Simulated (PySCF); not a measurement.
**Working out the excitation energy of P**

P [Ne] 3s2 3p3 (4S) → P [Ne] 3s1 3p3 3d1 (6D). Computed with PySCF 2.14 in aug-cc-pV(D+d)Z, with no relativity, point nucleus. Frozen: [Ne]. Energies in hartree (1 hartree = 27.21139 eV):

```csv
part,P (lower),P (upper)
UHF,-340.709958,-340.228093
MP2 opposite-spin,-0.048870,0.000000
MP2 same-spin,-0.019232,-0.017884
```

Task: What does Hartree-Fock give?

Result: (-340.228093) − (-340.709958) = 0.481865 hartree = 13.112 eV.

Task: What do MP2 and SCS-MP2 (6/5 opposite-spin, 1/3 same-spin) give?

Result: The opposite-spin parts differ by 1.330 eV and the same-spin parts by 0.037 eV. MP2: 13.112 + (1.330) + (0.037) = 14.479 eV. SCS-MP2: 13.112 + 1.2 × (1.330) + (0.037)/3 = 14.720 eV.

The upper state lies above the first ionisation limit, but in LS coupling its spin forbids autoionisation to the ground ion.
